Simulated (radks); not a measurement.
The numbers below are computed, except where a source is named.
Task: Radial electron density D(r) = 4 pi r^2 rho(r) of an atom or ion with 16 electrons. Code: a radial shooting solver on a logarithmic mesh with Libxc functionals. Model: Dirac Kohn-Sham, PBEsol, spin-unpolarised, spherical densities, finite nucleus; Fermi nuclear charge, rms radius of each element as measured or else 0.836 A^(1/3) + 0.57 fm.

```
   r/bohr * D(r) (the largest magnitude, 98.2, reaches the edge; | marks zero)
 0.002403 |       *
 0.002982 |          *
 0.003701 |              *
 0.004593 |                   *
 0.005701 |                         *
 0.007075 |                               *
 0.008781 |                                     *
   0.0109 |                                          *
  0.01353 |                                             *
  0.01692 |                                              *
    0.021 |                                            *
  0.02607 |                                         *
  0.03235 |                                       *
  0.04015 |                                          *
  0.04983 |                                                 *
  0.06185 |                                                      *
  0.07676 |                                                    *
  0.09526 |                                        *
   0.1192 |                         *
   0.1479 |                  *
   0.1836 |                   *
   0.2278 |                  *
   0.2828 |           *
   0.3509 |    *
   0.4356 |*
   0.5406 *
   0.6709 *
```

What is the nuclear charge?

Result: Z = 62. The innermost maximum, from 1s, lies near gamma/Z bohr with gamma = sqrt(1 - (Z/c)^2) = 0.892, here 0.0144 bohr (found: 0.0157), and its height grows with Z. The density is that of the samarium ion Sm46+ in [Ne] 3s2 3p4; the configuration itself is not fixed sharply by these data, and Z only to a few units. D(r) has 3 maxima, at r = 0.0157, 0.0659, 0.200 bohr, and minima at 0.0316, 0.159 bohr, inside which lie 2.07, 10.58 electrons.
